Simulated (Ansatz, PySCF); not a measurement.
Molecule: BaO, charge 0, multiplicity 1. 
Structure (B3LYP-D3(BJ)/def2-TZVP (Ansatz, a first-principles code) minimum search):
```xyz
2

Ba     0.0000     0.0000    -0.2433
O      0.0000     0.0000     1.7033
```
Charge 0, spin multiplicity 1.

Property: vertical ionisation energy (to the doublet state of charge +1; each state is the SCF solution reached for its spin), in eV. Valence correlation only, unless marked. Open shells are spin-unrestricted. Spin-orbit coupling is left out. Frozen are the shells of the preceding noble gas and the d and f shells that filled before the atom's block. The outer core of K, Ca and their heavier congeners is not correlated, a term that matters for these elements. In def2 rows, elements after Kr have scalar-relativistic effective core potentials. CBS(X,Y): correlation extrapolated as X^-3; Hartree-Fock from the larger set.

```csv
level,program,vertical ionisation energy (eV)
SVWN5/def2-TZVPD,Ansatz,7.37
PBE/def2-TZVPD,Ansatz,7.01
r2SCAN/def2-TZVPD,Ansatz,6.64
B3LYP/def2-TZVPD,Ansatz,6.81
PBE0/def2-TZVPD,Ansatz,6.66
BHLYP/def2-TZVPD,Ansatz,6.24
CAM-B3LYP/def2-TZVPD,Ansatz,6.69
wB97M-V/def2-TZVPD,Ansatz,6.63
wB97X-V/def2-TZVPD,Ansatz,6.54
CCSD/def2-SVPD,Ansatz,6.42
CCSD/def2-TZVPPD,Ansatz,6.32
CCSD/def2-QZVPPD,Ansatz,6.40
"CCSD/CBS(def2-TZVPPD,def2-QZVPPD)",Ansatz,6.44
CCSD(T)/def2-SVPD,Ansatz,6.59
CCSD(T)/def2-TZVPPD,Ansatz,6.51
CCSD(T)/def2-QZVPPD,Ansatz,6.62
"CCSD(T)/CBS(def2-TZVPPD,def2-QZVPPD)",Ansatz,6.66
```

For comparison, minus the highest occupied orbital energy (PySCF): 5.92 eV at M06-2X/def2-TZVPD, 3.42 eV at M06-L/def2-TZVPD, 3.51 eV at TPSS/def2-TZVPD.
